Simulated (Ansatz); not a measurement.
NbS3⁻. Charge -1, multiplicity 3. Geometry PBE-D4/def2-SVPD; atoms count from 1.

```tsv
atom	x (Å)	y (Å)	z (Å)
Nb1	-0.0180	0.1611	-0.1288
S2	1.9680	0.7572	0.7751
S3	-0.0454	-1.4599	-1.7062
S4	-1.9045	0.5415	1.0599
```

In the def2 sets Nb takes a core potential; there is no spin–orbit coupling. At PBE0-D4/def2-TZVPD a singlet of charge -1 lies 0.87 eV below the triplet, each at its own geometry. The structure comes from a short search, and lower isomers may exist.

**Question.** Estimate the Mulliken populations from the PBE0/def2-TZVPD orbitals of Ansatz.

**Answer.** 
| atom | charge (e) | spin (α − β) | d electrons |
| --- | --- | --- | --- |
| Nb1 | 0.83 | 1.03 | 3.24 |
| S2 | -0.61 | 0.32 | – |
| S3 | -0.61 | 0.32 | – |
| S4 | -0.61 | 0.32 | – |
Mulliken values and Mayer orders depend strongly on the basis. With diffuse functions, as here, like atoms can get unlike values, and bond orders can come out too low or too high.

**Question.** Where does the spin sit?

**Answer.** Summed by element: Nb 1.03, S 0.97, of 2 unpaired in all. Largest on single atoms: Nb1 1.03, S4 0.32, S3 0.32.

**Question.** And the Mayer bond orders between bonded heavy atoms (over 0.3)?

**Answer.** Nb1–S2 1.51 (2.26 Å); Nb1–S3 1.51 (2.26 Å); Nb1–S4 1.51 (2.26 Å).
